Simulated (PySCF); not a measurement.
Mg(H)(SH) (H₂MgS), SMILES [MgH][SH].

Geometry: B3LYP-D3(BJ)/def2-TZVP.

Calculation: PBE/def2-TZVPD (PySCF).

Gas-phase values at a fixed geometry.

```json
{
  "total_energy": "-599.20710 hartree",
  "point_group": "Cs",
  "highest_occupied_level": "-5.93 eV",
  "lowest_empty_level": "-1.63 eV",
  "orbital_gap": "4.30 eV",
  "dipole_moment": "1.17 D",
  "quadrupole, principal values (traceless, Buckingham form, about the centre of nuclear charge)": "-11.55, 2.71, 8.84 D·Å",
  "mean_static_polarisability": "56.6 bohr³ (8.39 Å³)",
  "polarisability_principal_values": "48.1, 51.3, 70.5 bohr³"
}
```
